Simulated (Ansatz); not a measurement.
A run of Ansatz (development build ahead of 0.2.0) on doublet ScO at this shape:

| atom | x (Å) | y (Å) | z (Å) |
| --- | --- | --- | --- |
| Sc | -0.0027 | 0.0044 | -0.4606 |
| O | -0.0026 | -0.0024 | 1.1958 |

Its results:

- Converged: yes
- Reference energy: -825.95261 hartree
- Correlation energy: -0.08287 hartree
- Total energy: -826.03548 hartree
- Spin squared of the determinant: 0.791

(1) Which input gives this output? Name the method, the orbitals and the basis set, and write the input.

Results:

(1) UHF-MP2 in STO-3G.

```yaml
crystal:
  periodic: [false, false, false]
  atoms:
    - { symbol: Sc, position_ang: [-0.00266, 0.0044, -0.46055] }
    - { symbol: O, position_ang: [-0.00262, -0.00241, 1.19576] }
basis:
  gaussian: { orbitals: STO-3G }
magnetization:
  spin_polarized: true
  initial_magnetization: 1
hamiltonian:
  xc: hf
correlation:
  method: mp2
  frozen_orbitals: { O: 1, Sc: 5 }
```
